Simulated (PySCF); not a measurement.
germylsilane (H₆GeSi), singlet, at a GFN2-xTB geometry; TPSS/STO-3G run with PySCF.

PySCF was given this input:
```python
from pyscf import gto, scf, dft

mol = gto.M(
    atom='''
Si   -1.567041    0.166939    0.037590
Ge    0.749571   -0.079853   -0.017980
H    -2.146440   -0.688106    1.073906
H    -1.925321    1.555707    0.326932
H    -2.150726   -0.204709   -1.251576
H     1.245743   -1.412990   -0.497010
H     1.480930    0.886275   -0.903769
H     1.448124    0.081968    1.300636
''',
    basis='sto-3g',
    charge=0,
    spin=0,
    verbose=4,
)

mf = dft.RKS(mol)
mf.xc = 'tpss'
mf.conv_tol = 1e-11
mf.kernel()
```

Output, abridged:

```
PySCF version 2.14.0

[INPUT] verbose = 4
[INPUT] num. atoms = 8
[INPUT] num. electrons = 52
[INPUT] charge = 0
[INPUT] spin (= nelec alpha-beta = 2S) = 0
[INPUT] symmetry False subgroup None
[INPUT] Mole.unit = angstrom
[INPUT] Symbol           X                Y                Z      unit          X                Y                Z       unit  Magmom
[INPUT]  1 Si    -1.567041000000   0.166939000000   0.037590000000 AA   -2.961278315965   0.315468989509   0.071034805022 Bohr   0.0
[INPUT]  2 Ge     0.749571000000  -0.079853000000  -0.017980000000 AA    1.416483900916  -0.150900300225  -0.033977275720 Bohr   0.0
[INPUT]  3 H     -2.146440000000  -0.688106000000   1.073906000000 AA   -4.056183742811  -1.300331884670   2.029388223527 Bohr   0.0
[INPUT]  4 H     -1.925321000000   1.555707000000   0.326932000000 AA   -3.638329391874   2.939860160069   0.617811941356 Bohr   0.0
[INPUT]  5 H     -2.150726000000  -0.204709000000  -1.251576000000 AA   -4.064283108981  -0.386843945234  -2.365135864079 Bohr   0.0
[INPUT]  6 H      1.245743000000  -1.412990000000  -0.497010000000 AA    2.354113091594  -2.670164116749  -0.939212781170 Bohr   0.0
[INPUT]  7 H      1.480930000000   0.886275000000  -0.903769000000 AA    2.798552109652   1.674817021049  -1.707875889872 Bohr   0.0
[INPUT]  8 H      1.448124000000   0.081968000000   1.300636000000 AA    2.736557754410   0.154897070978   2.457845827750 Bohr   0.0

nuclear repulsion = 176.220531813392
number of shells = 19
number of NR pGTOs = 99
number of NR cGTOs = 33
basis = sto-3g
ecp = {}

******** <class 'pyscf.dft.rks.RKS'> ********
method = RKS
initial guess = minao
damping factor = 0
level_shift factor = 0
DIIS = <class 'pyscf.scf.diis.CDIIS'>
diis_start_cycle = 1
diis_space = 8
diis_damp = 0
SCF conv_tol = 1e-11
SCF conv_tol_grad = None
SCF max_cycles = 50
direct_scf = True
direct_scf_tol = 1e-13
XC library pyscf.dft.libxc version 7.1.2
    S. Lehtola, C. Steigemann, M. J. T. Oliveira, and M. A. L. Marques,  SoftwareX 7, 1–5 (2018)
XC functionals = tpss
    J. Tao, J. P. Perdew, V. N. Staroverov, and G. E. Scuseria,  Phys. Rev. Lett. 91, 146401 (2003)
    J. P. Perdew, J. Tao, V. N. Staroverov, and G. E. Scuseria,  J. Chem. Phys. 120, 6898 (2004)
    J. Tao, J. P. Perdew, V. N. Staroverov, and G. E. Scuseria,  Phys. Rev. Lett. 91, 146401 (2003)
    J. P. Perdew, J. Tao, V. N. Staroverov, and G. E. Scuseria,  J. Chem. Phys. 120, 6898 (2004)
radial grids:
    Treutler-Ahlrichs [JCP 102, 346 (1995); DOI:10.1063/1.469408] (M4) radial grids

becke partition: Becke, JCP 88, 2547 (1988); DOI:10.1063/1.454033
pruning grids: <function nwchem_prune>
grids dens level: 3
symmetrized grids: False
atomic radii adjust function: <function treutler_atomic_radii_adjust>
small_rho_cutoff = 0
Set gradient conv threshold to 3.16228e-06
Initial guess from minao.
tot grids = 98672
init E= -2340.19161053079
  HOMO = -0.46234032809119  LUMO = -0.0824226314513149  gap/eV = 10.33809
cycle= 1 E= -2342.72597238223  delta_E= -2.53  |g|= 0.439  |ddm|= 2.87
  HOMO = 0.203821065186384  LUMO = 0.241654788739984  gap/eV = 1.02951
cycle= 2 E= -2340.86846206798  delta_E= 1.86  |g|= 3.46  |ddm|= 4.22
  HOMO = 0.0236760154998724  LUMO = 0.211314147150969  gap/eV = 5.10589
cycle= 3 E= -2342.78084303504  delta_E= -1.91  |g|= 0.325  |ddm|= 3.21
  HOMO = -0.0925979413011205  LUMO = 0.19313595924943  gap/eV = 7.77522
cycle= 4 E= -2342.81835341171  delta_E= -0.0375  |g|= 0.00861  |ddm|= 0.574
  HOMO = -0.0954225896871662  LUMO = 0.193986623127794  gap/eV = 7.87523
cycle= 5 E= -2342.81840445822  delta_E= -5.1e-05  |g|= 0.00217  |ddm|= 0.0324
  HOMO = -0.0948492875189463  LUMO = 0.19358958513186  gap/eV = 7.84882
cycle= 6 E= -2342.81840750146  delta_E= -3.04e-06  |g|= 0.000541  |ddm|= 0.00669
  HOMO = -0.0947782557698486  LUMO = 0.193694524971175  gap/eV = 7.84974
cycle= 7 E= -2342.8184076214  delta_E= -1.2e-07  |g|= 3.64e-05  |ddm|= 0.000974
  HOMO = -0.0947967531544167  LUMO = 0.193692560221172  gap/eV = 7.85019
cycle= 8 E= -2342.81840762199  delta_E= -5.96e-10  |g|= 2.52e-06  |ddm|= 9.58e-05
  HOMO = -0.0947961019451824  LUMO = 0.193692561138686  gap/eV = 7.85018
cycle= 9 E= -2342.81840762199  delta_E= -9.09e-13  |g|= 2.06e-07  |ddm|= 7.85e-06
  HOMO = -0.0947963290948676  LUMO = 0.193692567427352  gap/eV = 7.85018
Extra cycle  E= -2342.81840762199  delta_E= -9.09e-13  |g|= 2.36e-07  |ddm|= 1.03e-06
converged SCF energy = -2342.81840762199
```
